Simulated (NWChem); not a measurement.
BCl

Computed with NWChem. Pople sets run with spherical d functions. Geometry: optimised at PBE-D3(BJ)/def2-SVP. Static field.

| level | basis functions | isotropic polarisability (bohr³) | anisotropy (bohr³) |
|---|---|---|---|
| PBE0/6-31G* | 32 | 23.7 | 15.7 |
| PBE0/6-31+G* | 40 | 29.4 | 15.7 |
| PBE0/def2-SVP | 32 | 25.6 | 11.2 |
| PBE0/def2-SVPD | 47 | 32.9 | 11.3 |
| PBE0/def2-TZVP | 68 | (withheld) | (withheld) |
| PBE0/aug-cc-pVDZ | 50 | 32.7 | 12.2 |
| PBE0/def2-TZVPD | 83 | 33.3 | 11.7 |
| PBE0/aug-cc-pVTZ | 96 | 33.2 | 11.8 |

Task: Some entries are withheld; supply them.

Result: 
- PBE0/def2-TZVP, isotropic polarisability (bohr³): 30.3
- PBE0/def2-TZVP, anisotropy (bohr³): 12.8
